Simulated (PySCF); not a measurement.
C$_{2}$F$_{4}$, charge +1, doublet, at a GFN2-xTB geometry (a state made from the parent by changing its charge; the spin is typed, not shown lowest). Base run: DF-CAMB3LYP/6-31G** (PySCF).

PySCF was given this input:
```python
from pyscf import gto, scf, dft

mol = gto.M(
    atom='''
F    -1.352717    0.000828    1.122684
C    -0.708521   -0.026139    0.022923
F    -1.418627   -0.103069   -1.033023
C     0.708521    0.026139   -0.022923
F     1.352717   -0.000828   -1.122684
F     1.418627    0.103069    1.033023
''',
    basis='6-31g**',
    charge=1,
    spin=1,
    verbose=4,
)

mf = dft.UKS(mol)
mf.xc = 'camb3lyp'
mf = mf.density_fit(auxbasis='def2-universal-jkfit')
mf.kernel()
```

Each row names what was changed in the base input (with any setting that the change needs).

```csv
change,basis functions,E (Eh),HOMO (eV),core-seconds (rough)
base,84,-475.01960,-16.63,9
basis = STO-3G,30,-468.34642,-13.61,5
basis = LANL2DZ,54,-474.97244,-17.54,6
basis = pcseg-0,54,-473.62772,-17.22,7
basis = pc-1,84,-474.93543,-17.05,9
basis = 6-311G**,108,-475.16224,-16.96,10
basis = def2-SVPD,132,-474.69536,-17.13,10
basis = 6-311++G**,132,-475.17128,-17.14,10
basis = aug-cc-pVDZ,138,-475.08810,-16.99,10
basis = pc-2,180,-475.24702,-17.03,20
basis = pcseg-2,180,-475.23627,-17.04,20
basis = cc-pVTZ,180,-475.21855,-16.94,20
basis = def2-TZVPP,186,-475.24373,-16.99,20
```

Totals compare only among sets that treat the same electrons; sets with core potentials leave the core out.

Open shells are given as the SCF converged; they aren't shown to be the lowest states, and a large step between rows can be another state.
